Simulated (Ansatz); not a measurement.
System: C3H2F2, charge 0, singlet. C3H2F2 (SMILES C=C=C(F)F).
B3LYP-D3(BJ)/def2-TZVP minimum from Ansatz (a quantum-chemistry and plane-wave program):
```xyz
7

C     -2.1755     0.0005    -0.0234
C     -0.8757     0.0002    -0.0094
C      0.4193    -0.0001     0.0045
F      1.1859     1.0421    -0.2987
F      1.1787    -1.0427     0.3241
H     -2.7355    -0.2641    -0.9154
H     -2.7544     0.2653     0.8564
```

Quantity: atomisation energy (electronic, to ground-state atoms), in kJ/mol. Radicals and triplets start from unrestricted determinants; spin-orbit coupling is neglected. CBS(X,Y): correlation extrapolated as X^-3, Hartree-Fock from the larger set. A bracket is a step between two methods taken in the basis named. Functionals run without relativity, which enters their misses. Double hybrids freeze cores in their MP2 part. 'core' is core correlation in cc-pwCVTZ, 'X2C' scalar relativity in cc-pVTZ-DK, both at CCSD(T). Where a partner has so few electrons that a lower coupled-cluster level is exact, that level stands in. The restricted determinant of C3H2F2 (C=C=C(F)F, singlet) is unstable towards broken spin symmetry in at least one set run.

CCSD(T)/CBS(cc-pVTZ,cc-pVQZ) + [CCSDT(Q) - CCSD(T)]/cc-pVDZ + core + X2C (Ansatz) gives 2996.8 kJ/mol.

Task: How far off this value is PBE/def2-TZVPD (Ansatz), in which direction, and which of these levels come nearer: r2SCAN/def2-TZVPD, B3LYP/def2-TZVPD, PBE0/def2-TZVPD, B2PLYP/def2-TZVPD, CCSD(T)/CBS(cc-pVTZ,cc-pVQZ) + core + X2C?

Result: PBE gives 3144.1 kJ/mol, 147.3 kJ/mol above it. Differences of the others: r2SCAN/def2-TZVPD (Ansatz) 22.1; B3LYP/def2-TZVPD (Ansatz) -15.5; PBE0/def2-TZVPD (Ansatz) 29.4; B2PLYP/def2-TZVPD (Ansatz) -29.8; CCSD(T)/CBS(cc-pVTZ,cc-pVQZ) + core + X2C (Ansatz) -4.4 kJ/mol. Nearer than PBE: r2SCAN/def2-TZVPD, B3LYP/def2-TZVPD, PBE0/def2-TZVPD, B2PLYP/def2-TZVPD, CCSD(T)/CBS(cc-pVTZ,cc-pVQZ) + core + X2C.
